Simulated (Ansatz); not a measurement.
`CC[NH][AlH2]` + `BNC` → `CN[BH][AlH2]` + `CCN` at 600 K and 1 bar (formal exchange of groups at the Al–N bond).

Computed with Ansatz on PBE0-D4/def2-TZVP structures; ΔE is electronic, products minus reactants. CBS: MP2 limit from def2 TZ/QZ plus the TZ coupled-cluster correction, frozen cores. One conformer a species, not always the lowest.

| species | CCSD(T)/CBS energy (Eh) | H − E (kJ/mol) | S (J/(mol·K)) |
| --- | --- | --- | --- |
| `CC[NH][AlH2]` | -377.65408 | 312.5 | 414.9 |
| `BNC` | -121.18426 | 242.2 | 328.7 |
| `CN[BH][AlH2]` | -363.77062 | 273.4 | 421.1 |
| `CCN` | -135.01652 | 286.3 | 335.4 |

H − E and S are ideal-gas, rigid-rotor, harmonic terms from PBE0-D4/def2-TZVP, for one conformer and one mirror image of each species. 1 Eh = 2625.50 kJ/mol, R = 8.31446 J/(mol·K).

Task: By hand: ΔE, ΔH, ΔS and ΔG.

Result: ΔE = (-363.77062) + (-135.01652) − (-377.65408) − (-121.18426) = 0.05120 Eh = 134.4 kJ/mol. Δ(H − E) = 273.4 + 286.3 − 312.5 − 242.2 = 5.0, so ΔH = 139.4 kJ/mol. ΔS = 421.1 + 335.4 − 414.9 − 328.7 = 12.9 J/(mol·K). ΔG = 139.4 − 600 × (12.9)/1000 = 131.7 kJ/mol.

Task: By hand: the equilibrium constant, and the temperature at which ΔG would vanish if ΔH and ΔS stayed fixed.

Result: log₁₀ K = −ΔG/(RT ln 10) = -11.5. ΔG = 0 at ΔH/ΔS = 10806 K, far beyond where these terms or the molecules hold.

The number of gas molecules stays the same, so ΔS is small and ΔH decides. A doubt of 5 kJ/mol in ΔE shifts log₁₀ K by 0.4 here. Other conformers and mirror images would add mixing entropy, several J/(mol·K) or more a flexible species. These are equilibria of isolated gas molecules and say nothing of rates. Largest T1 diagnostic: 0.014 (customary marks: 0.02 for closed shells, 0.045 for open ones).
